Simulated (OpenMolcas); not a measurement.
## Yb3+: moving or changing the point charges

Yb3+ among 6 point charges of -0.5 e arranged as a tetragonal octahedron (D4h), 2.64 Å from the ion, with the axial distance 2.482 Å.
```
   2.6400    0.0000    0.0000  -0.50
   0.0000    2.6400    0.0000  -0.50
  -2.6400    0.0000    0.0000  -0.50
   0.0000   -2.6400    0.0000  -0.50
   0.0000    0.0000    2.4816  -0.50
   0.0000    0.0000   -2.4816  -0.50
```

```yaml
Program: OpenMolcas
Method: CASSCF
Basis: ANO-RCC-VTZP [8s7p5d3f2g1h]
Scalar_Hamiltonian: DKH2, point nucleus
Active_space: 13 electrons in 7 orbitals (4f)
State_averaging: 2S+1 = 2 odd, 7 roots
Spin-orbit_coupling: state interaction with AMFI integrals over the reference wave functions
```

Runs around this geometry, states (labels of D4, the rotations of D4h). Energies in cm-1 above the lowest state or level, χT in cm3 K/mol.

| R (Å) | q (e) | Ground state | First state of that spin | First gap with spin-orbit (degeneracies) | Width of lowest J | χT at 300 K |
| --- | --- | --- | --- | --- | --- | --- |
| 2.64 | -0.25 | 2A2 | 2E 22.1 | 24.8 (2, 2) | 63 | 2.574 |
| 2.64 | -0.5 | 2A2 | 2E 44.0 | 49.5 (2, 2) | 126 | 2.567 |
| 2.76 | -0.5 | 2A2 | 2E 36.4 | 41.1 (2, 2) | 109 | 2.570 |
| 3.04 | -0.5 | 2A2 | 2E 24.1 | 27.7 (2, 2) | 81 | 2.573 |

Taking the width of the lowest J multiplet as R^-n, n = -ln(81 / 126) / ln(3.04 / 2.64) = 3.1 between the shortest and longest distance.

Scaling the charges by -0.25 / -0.5 = 0.50 scales the width of the lowest J multiplet by 63 / 126 = 0.50; with fixed orbitals a first-order splitting would follow the charge.

This is an electrostatic model: the charges have no orbitals. No measured value stands beside these numbers.
